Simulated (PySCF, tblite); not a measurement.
## Complex of Al3+ and 4 × water

A gas-phase complex of Al3+ and 4 × water; charge +3, singlet. The structure comes from a short search (5 tight-binding starts) and was relaxed by PBE0-D3(BJ)/def2-SVPD; another way of binding may lie lower. No frequency run checks that it is a minimum.

```json
{"part": "1", "name": "Al3+", "SMILES": "[Al+3]", "atoms": "1", "charge": "+3", "multiplicity": "1"}
{"part": "2", "name": "water", "SMILES": "O", "atoms": "2–4", "charge": "0", "multiplicity": "1"}
{"part": "3", "name": "water", "SMILES": "O", "atoms": "5–7", "charge": "0", "multiplicity": "1"}
{"part": "4", "name": "water", "SMILES": "O", "atoms": "8–10", "charge": "0", "multiplicity": "1"}
{"part": "5", "name": "water", "SMILES": "O", "atoms": "11–13", "charge": "0", "multiplicity": "1"}
```

Coordinates in Å:
```
Al1    -2.608   -0.468    0.337
O2     -1.894   -0.139    1.988
H3     -1.920   -0.738    2.771
H4     -1.398    0.664    2.269
O5     -2.899   -2.259    0.108
H6     -2.331   -2.889   -0.393
H7     -3.653   -2.786    0.462
O8     -1.430    0.163   -0.910
H9     -1.652    0.701   -1.706
H10    -0.454    0.031   -0.928
O11    -4.219    0.382    0.168
H12    -4.915    0.211   -0.507
H13    -4.562    1.104    0.745
```

Contacts between parts, classed by geometry: Al1···O8 1.828 Å (bond); Al1···O11 1.829 Å (bond); Al1···O2 1.829 Å (bond); Al1···O5 1.829 Å (bond).

The parts are joined by the bonds Al1–O8 and Al1–O11 and Al1–O2 and Al1–O5, so these are energies of forming such bonds; deforming the relaxed parts to their shape in the adduct costs 2.7 kcal/mol, which the interaction energies leave out.

Interaction energies are complex less parts, with the parts frozen as they stand in it; counterpoise-corrected, in kcal/mol (PySCF).

Problem. Give the interaction energy at each level run.

Solution. 
```tsv
level	interaction	superposition error removed
wB97M-D3(BJ)/def2-SVPD	-590.40	-3.67
PBE0-D3(BJ)/def2-SVPD	-594.97	-3.78
```

Problem. What holds them together? Decompose the wB97M-D3(BJ)/def2-SVPD energy: frozen parts, their antisymmetrised product, then relaxation.

Solution. electrostatic -395.8, Pauli repulsion +135.1, orbital relaxation -328.6, dispersion correction -4.7 kcal/mol, which sum to the value before the counterpoise correction; the Pauli term holds the exchange-correlation of the frozen density too. Of the attraction, 54 % is electrostatic, 45 % is orbital relaxation, 1 % is dispersion correction.

The parts were also relaxed and run alone, at the levels used for the complex: shieldings by PBE0/pcSseg-2; core levels by delta-SCF with SCAN, pcX-2 on the ionised atom and pcseg-1 elsewhere, spin-free X2C (2p3/2 is the spin-free 2p value less a third of a first-order spin-orbit splitting).

Problem. How do these values change when the complex forms?

Solution. 
```csv
property,alone,in the complex,change
shielding of Al1 (ppm),766.2,530.5,-235.6
shielding of O8 (ppm),328.9,307.7,-21.2
shielding of O11 (ppm),328.9,307.5,-21.3
Al1 2p3/2 core level (eV),119.93,99.59,-20.34
O8 1s core level (eV),539.76,557.22,+17.47
```

Multiply charged ions in the gas phase bind far more strongly than in solution.
